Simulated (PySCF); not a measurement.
Why did this PySCF run fail?

```python
from pyscf import gto, scf, mp

mol = gto.M(
    atom='Os 0.2951 0 0; S -0.8875 0 1.6878; S -0.8875 0 -1.6878',
    basis='crenbl',
    ecp={'Os': 'crenbl', 'S': 'crenbl'},
    charge=1,
    spin=1,
    verbose=4,
)
mf = scf.UHF(mol)
mf.max_cycle = 2
mf = mf.newton()
mf.kernel()
mp.MP2(mf).kernel()
mf.dip_moment()
print('orbital energies (hartree):', [e[max(0, n-3):n+3].round(4) for e, n in zip(mf.mo_energy, mol.nelec)])
```

```bash
$ OMP_NUM_THREADS=1 python input.py
```

The log, shortened:

```
[earlier lines left out]
ah_conv_tol = 1e-12
ah_lindep = 1e-14
ah_start_cycle = 1
ah_max_cycle = 40
ah_grad_trust_region = 2.5
kf_interval = 4
kf_trust_region = 5
canonicalization = True
Set conv_tol_grad to 3.16228e-05

Initial guess E= -109.66251565928  |g|= 0.978381
macro= 0  E= -109.887946522395  delta_E= -0.225431  |g|= 0.286639  3 KF 17 JK
macro= 1  E= -109.924319627731  delta_E= -0.0363731  |g|= 0.0289716  4 KF 23 JK
Canonicalize SCF orbitals
macro X = 2  E=-109.924319627731  |g|= 0.0289716  total 8 KF 43 JK
SCF not converged.
SCF energy = -109.924319627731 after 2 cycles  <S^2> = 2.3726762  2S+1 = 3.2389358

******** <class 'pyscf.mp.ump2.UMP2'> ********
nocc = (np.int64(14), np.int64(13)), nmo = (72, 72)
Init E(MP2) = -0.342815541500903
cycle = 1  E_corr(MP2) = -0.342815541500904  dE = -1.11022302e-15  norm(t2) = 2.13989e-14
E(UMP2) = -110.267135169232  E_corr = -0.342815541500904
E(SCS-UMP2) = -110.236924972265  E_corr = -0.312605344534657
E_corr(same-spin) = -0.11396919838434
E_corr(oppo-spin) = -0.228846343116564

WARN: System has nonzero charge 1; the dipole moment is origin-dependent.
Location of origin: [0. 0. 0.]

Dipole moment(X, Y, Z, Debye):  0.74965,  0.00000,  0.00077
orbital energies (hartree): [array([-0.6677, -0.607 , -0.567 , -0.1678, -0.1663, -0.1465]), array([-0.6675, -0.6175, -0.5531, -0.2478, -0.244 , -0.1924])]
```

Task: Which setting is at fault, why, and what does a mended input give?

Result: The cycle limit (2): the limit is below the number of cycles that the SCF needs. With this edit
```diff
- mf.max_cycle = 2
```
the run finishes: E(SCF) = -109.935116 Eh, 5 cycles, E(MP2) − E(SCF) = -0.34009 Eh, ⟨S²⟩ = 2.679.

⟨S²⟩ = 2.68 against 0.75 for a pure state: the determinant is spin-contaminated. The dipole of an ion depends on the origin. No search for the lowest solution was made, and open d or f shells often end in a higher one.
